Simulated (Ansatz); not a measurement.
## Telling isomers of C3H5Be apart by their spectra

These gas-phase data were calculated for one isomer of C3H5Be at PBE0-D3(BJ)/def2-SVP (harmonic, unscaled wavenumbers; equilibrium rotational constants with average atomic masses):

```
rotational constants            : 47.83, 4.379, 4.012 GHz
all wavenumbers above 1500 cm⁻¹ : 3275, 3162, 3143, 3103, 2166, 1515
```

Candidates:

(1) `[BeH]/[CH]=C/[CH2]`, a doublet
(2) `[Be]/[CH]=C\C`, a doublet
(3) `[Be]/[CH]=C/C`, a doublet

Assign the data to one candidate and say why.

Candidate (1). 4 modes lie between 2750 and 3290 cm⁻¹, one for each C–H bond, while (2) has 5, (3) has 5.

The same quantities for all candidates:

```
     rotational constants (GHz)         wavenumbers above 1500 cm⁻¹  E above the lowest, PBE0-D3(BJ)/def2-SVP (kcal/mol)
(1)         47.83, 4.379, 4.012  3275, 3162, 3143, 3103, 2166, 1515                                                  0.0
(2)         17.84, 6.572, 4.951  3139, 3128, 3121, 3107, 3034, 1674                                                  3.9
(3)         42.42, 4.621, 4.278  3162, 3118, 3115, 3108, 3041, 1677                                                  3.6
```

Harmonic stretches to hydrogen usually lie a few per cent above observed fundamentals. Each candidate is one conformer. Open shells are spin-unrestricted. Programs: Ansatz 0.2.0.
